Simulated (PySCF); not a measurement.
# [GeH5]-: computed shieldings and shifts

[GeH5]-, point group D3h.

Cartesian coordinates in Å; atom numbers follow the order of the lines, from 1:
```xyz
6

Ge   -0.0001    0.0000    0.0000
H    -0.0224   -0.0092    1.7190
H     0.0216    0.0091   -1.7190
H     1.5936    0.0128    0.0206
H    -0.8075    1.3744   -0.0031
H    -0.7853   -1.3871   -0.0174
```

Total charge -1.

GIAO calculations in PySCF 2.14.0 with density-fitted response routines on the PBE0-D3(BJ)/def2-SVP structure: isolated species, non-relativistic, equivalent atoms averaged; basis pcSseg-1 (pcSseg-2 on Ge).

Q: Give the isotropic shieldings (ppm) with B3LYP, PBE, PBE0.

A: 
```tsv
atoms	environment	B3LYP	PBE	PBE0
Ge1	germanium bonded to 5 H	1771	1757	1797
H2/H3/H4/H5/H6	hydrogen on a germanium	25.42	24.91	25.17
HOMO–LUMO gap (eV)	–	4.88	3.43	5.31
```

Q: And the chemical shifts, against references computed in the same way?

A: 
```
         atoms  nucleus, reference  B3LYP   PBE  PBE0
H2/H3/H4/H5/H6             1H, TMS   5.96  6.29  6.10
```

Q: Which part of the shielding of Ge1 depends on the functional?

A: Diamagnetic: B3LYP 2750, PBE 2751, PBE0 2751 ppm; paramagnetic: B3LYP -979, PBE -995, PBE0 -954 ppm. The diamagnetic part, set mainly by inner electrons, hardly moves; the paramagnetic part goes with low-lying magnetically allowed excitations and carries the spread.

Q: What couplings does PBE/pcJ-1 (pcSseg-1 on Ge) give?

A: 2J(H2,H4) = 43.5, 2J(H4,H5) = -18.4, 2J(H2,H3) = -9.6 Hz (averaged over equivalent pairs; isotopes 1H).

Relativistic effects, spin–orbit coupling among them, are left out; they matter for Ge and for the light atoms bonded to it.
